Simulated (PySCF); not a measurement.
**Relaxation of singlet AsSF**

These are results of PBE0 in PySCF with As def2-TZVP, S def2-TZVP, F def2-TZVP; no relativity; density-fitted integrals, not measurements. A (50,194) grid was used.

A hand-made bent start, of Cs symmetry, held to at least that symmetry:

```xyz
3
charge 0 multiplicity 1, angstrom
As    0.2040    0.0000   -0.4631
S    -1.4998    0.0000    0.7299
F     1.7194    0.0000    0.5980
```

At each step, columns x, y, z (Å) and Fx, Fy, Fz (eV/Å):

```
step 0  E − E(last) = 18.85 kJ/mol
As   0.204   0.000  -0.463  -0.118   0.000   1.909
S   -1.500   0.000   0.730   1.780   0.000  -1.015
F    1.719   0.000   0.598  -1.662   0.000  -0.894
step 1  E − E(last) = 0.90 kJ/mol
As   0.208   0.000  -0.442   0.385   0.000  -0.460
S   -1.412   0.000   0.717  -0.259   0.000   0.348
F    1.629   0.000   0.589  -0.126   0.000   0.112
step 2  E − E(last) = 0.11 kJ/mol
As   0.216   0.000  -0.476  -0.056   0.000   0.158
S   -1.388   0.000   0.735   0.030   0.000  -0.109
F    1.596   0.000   0.606   0.026   0.000  -0.049
step 3  E − E(last) = 0.00 kJ/mol
As   0.215   0.000  -0.466  -0.013   0.000  -0.006
S   -1.397   0.000   0.731   0.010   0.000  -0.015
F    1.605   0.000   0.600   0.003   0.000   0.021
step 4  E − E(last) = 0.00 kJ/mol
As   0.214   0.000  -0.467   0.012   0.000   0.001
S   -1.396   0.000   0.731  -0.006   0.000  -0.009
F    1.605   0.000   0.601  -0.006   0.000   0.008
```

It ends at Cs with As–F 1.753 Å, As–S 2.007 Å; F–As–S 106.1° (after a last refinement on a finer grid). A frequency run shows a minimum. Other isomers or separated fragments may lie lower.

The relaxation took 12 s on 2 threads of a shared Intel Xeon Platinum 8375C @ 2.90GHz (Ice Lake) host, with 116 basis functions and 5 gradients; the process peaked at 0.61 GiB. Launch command: `OMP_NUM_THREADS=2 python axn.py task.json out`.
